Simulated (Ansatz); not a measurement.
```xyz
2

Al    0.0000    0.0000   -1.2656
P     0.0000    0.0000    1.2656
```

Basis set: 6-31G (spherical functions). Correlated methods keep 10 orbitals frozen. Correlation on ROHF uses semicanonical orbitals with singles. Charge 0, multiplicity 3.

Computed with Ansatz (development build ahead of 0.2.0); the reference of a correlated method needn't be the lowest determinant of its kind.

(1) Give the atomization energy at this shape (free ground-state atoms in the same class of orbitals less the molecule, no zero-point energy) of triplet AlP by ROHF-CCSD(T), UHF-BCCD(T).

## Answers

(1)

| method | atomization energy |
| --- | --- |
| ROHF-CCSD(T) | 1.24 eV |
| UHF-BCCD(T) | 1.24 eV |

Caution: the reference determinant was not shown to be the lowest.

This basis has no polarisation functions and is too small for such energies, which can lie far from measured ones in either direction.
